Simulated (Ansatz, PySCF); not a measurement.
System: C2HF2, net charge 0, doublet state. It need not be the lowest isomer of its formula. 
Coordinates optimised at B3LYP-D3(BJ)/def2-TZVP (Ansatz, a program for electronic structure):
SMILES: F[C]=CF
```xyz
5

F      1.3885     1.0782     0.1606
C      0.6465    -0.0359     0.0569
C     -0.6604     0.0216    -0.0586
F     -1.5142    -0.9621    -0.1681
H      1.2142    -0.9599     0.0772
```
Charge 0, spin multiplicity 2.

Quantity: atomisation energy (electronic, to ground-state atoms), in kJ/mol. Valence correlation only, unless marked. Open shells are spin-unrestricted. No spin-orbit coupling. Non-relativistic unless marked X2C. The coupled-cluster limit lacks core correlation, which all-electron functionals hold. CBS(X,Y): correlation extrapolated as X^-3; Hartree-Fock from the larger set. [CCSD(T)-MP2]/basis is that difference in the basis named.

```csv
level,program,atomisation energy (kJ/mol)
BLYP/def2-TZVPD,Ansatz,1930.0
TPSS/def2-TZVPD,PySCF,1933.5
```

Q: What does RI-MP2/CBS(cc-pVTZ,cc-pVQZ)+[CCSD(T)-MP2]/cc-pVTZ (Ansatz) give?

A: 1887.3 kJ/mol, so TPSS/def2-TZVPD differs from it by 46.2 kJ/mol.
